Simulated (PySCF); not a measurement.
How methods differ on the ionisation energy of Ta³⁰⁺

Ta³⁰⁺ [Kr] 4d7 [4d3/2^4 4d5/2^3, M_J = 9/2] → Ta³¹⁺ [Kr] 4d6 [4d3/2^4 4d5/2^2, M_J = 4], as a difference of total energies. All numbers are calculated (PySCF 2.14, the two-component X2C-1e Hamiltonian, in an even-tempered Gaussian basis (17 s from 2.8 bohr⁻², ratio 2.8; 14 p from 3.6 bohr⁻², ratio 2.8; 9 d from 3.6 bohr⁻², ratio 2.8; 3 f from 16 bohr⁻², ratio 3)). Correlated levels: [Ar] 3d10 frozen; the 92 highest virtual spinors dropped. "Screened" scales the spin-orbit matrix elements by Boettger's factors to mimic the two-electron term; Breit and QED terms are absent.

| method | ionisation energy (eV) |
| --- | --- |
| GHF (spin-free) | 1213.2 |
| GMP2 (spin-free) | 1213.6 |
| GHF (screened spin-orbit) | 1210.9 |
| GMP2 (screened spin-orbit) | 1210.9 |

Breit and QED terms and the two-electron picture change are absent.

The spin-free rows relax to the high-spin LS determinant and lack the spin-orbit shift.

The labels give the starting determinants; with spin-orbit coupling the two ends relaxed to ⟨J²⟩ = 24.75, ⟨L²⟩ = 15.31, ⟨S²⟩ = 2.76 and ⟨J²⟩ = 20.02, ⟨L²⟩ = 11.31, ⟨S²⟩ = 3.45.

For comparison: 1211 ± 4 eV (theoretical estimate listed by NIST; NIST Atomic Spectra Database, ionization energies).
